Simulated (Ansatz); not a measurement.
**Worked example: C3H4BF + C2HF4O → C3H4B + C2HF5O**

Species: C3H4BF `C#CB(C)F`, singlet; C2HF4O `F[C](F)OC(F)F`, doublet; C3H4B `C#C[B]C`, doublet; C2HF5O ((difluoromethoxy)(trifluoro)methane) `FC(F)OC(F)(F)F`, singlet. A radical takes F: the energy is the difference in strength between the B–F bond broken and the C–F bond made.

Shapes, held fixed at every level: PBE0-D4/def2-TZVP. Flexible molecules stand in one conformer, not always the lowest. Programs: Ansatz 0.2.0. Electronic energies: no zero-point or thermal term.

At B2PLYP/def2-TZVPP; 1 Eh = 2625.50 kJ/mol:

| species | energy (Eh) |
| --- | --- |
| C3H4BF | -241.345127 |
| C2HF4O | -551.263363 |
| C3H4B | -141.364361 |
| C2HF5O | -651.183077 |

Q: Work out ΔE of the reaction at this level.

A: 
1. Products less reactants: (-141.364361) + (-651.183077) − [(-241.345127) + (-551.263363)] = 0.061052 Eh = +160.3 kJ/mol.

Other levels give +141.5 (r2SCAN-D4/def2-TZVPP) to +163.0 kJ/mol (HF/def2-TZVPP). No measured value is set beside it here. Spin contamination: C3H4B (⟨S²⟩ up to 0.91). Open shells run unrestricted unless RO is named.
